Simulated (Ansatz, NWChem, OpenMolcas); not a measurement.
A ladder of methods for InCl (SMILES [Cl][In])

InCl has 2 atoms, charge 0, and is taken as a singlet. As SMILES, `[Cl][In]`. The coordinates come from a PBE0-D4/def2-TZVP relaxation.

```xyz
2

Cl    0.0000    0.0000   -0.0139
In    0.0000    0.0000    2.3996
```

Each level gives the HOMO–LUMO gap (eV). The values are calculated.

| level | kind | program | value (eV) | CPU time |
| --- | --- | --- | --- | --- |
| PBE/def2-TZVPPD (core potential) | GGA | Ansatz | 3.88 | 6.2 s |
| revPBE/def2-TZVPPD (core potential) | GGA | OpenMolcas | 3.89 | 22 s |
| M06-L/def2-TZVPPD (core potential) | meta-GGA | OpenMolcas | 4.20 | 27 s |
| TPSS/def2-TZVPPD (core potential) | meta-GGA | OpenMolcas | 4.02 | 28 s |
| BHLYP/def2-TZVPPD (core potential) | global hybrid | OpenMolcas | 6.93 | 19 s |
| PBE0/def2-TZVPPD (core potential) | global hybrid | OpenMolcas | 5.48 | 21 s |
| CAM-B3LYP/def2-TZVPPD (core potential) | range-separated hybrid | Ansatz | 7.49 | 9.1 s |
| wB97X/def2-TZVPPD (core potential) | range-separated hybrid | NWChem | 9.25 | 92 s |

The values span 3.88 to 9.25 eV. Orbital gaps aren't excitation energies; they tend to grow with the share of exact exchange. Times are those of the runs behind each value, whatever else they computed, on shared processors of several kinds: orders of magnitude only.
